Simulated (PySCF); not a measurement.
Species: (Cl2In-mu-F)2.
Bonds: In1–Cl2, In1–Cl3, In1–F4, In1–F8, F4–In5, In5–Cl6, In5–Cl7, In5–F8.

Theory: PBE0-D3(BJ)/def2-SVP geometry optimisation, gas phase, def2 core potentials past Kr (PySCF 2.14.0).

**Question.** Give the optimised bond lengths and angles.

**Answer.** 
```csv
bond,length (Å)
In1–Cl2 and 3 like bonds,2.304
In1–F4 and 3 like bonds,2.113
```

Bonds in one row agree within 0.01 Å and their mean is given. A selection of angles:
```csv
angle,degrees
Cl2–In1–Cl3,130.9
Cl2–In1–F4,109.5
Cl3–In1–F8,108.4
F4–In1–F8,75.9
In1–F4–In5,104.1
```

Dihedral angles: Cl2–In1–F4–In5 107° (anticlinal); Cl2–In1–F8–In5 -106° (anticlinal); In1–F4–In5–Cl6 -105° (anticlinal); F4–In5–F8–In1 0° (synperiplanar).

All 4 F–In bonds measure 2.112 to 2.114 Å. In1 (indium bonded to 2 Cl and 2 F) has angles from 75.9° to 130.9°. F4 (fluorine bonded to 2 In) is bent (angle 104.1°). All 4 Cl–In bonds measure 2.304 to 2.305 Å.

Point group: D2h (tolerance 0.08 Å). No PBE0-D3(BJ)/def2-SVP frequencies stand behind this structure, so it isn't proved a minimum. The numbers are those of one conformer.

Hardware: one thread, Arm Neoverse V2 (aarch64), no GPU, shared host. Cost: 4.7 min wall, 0.72 GiB resident at most. That covers the optimisation of the geometry.
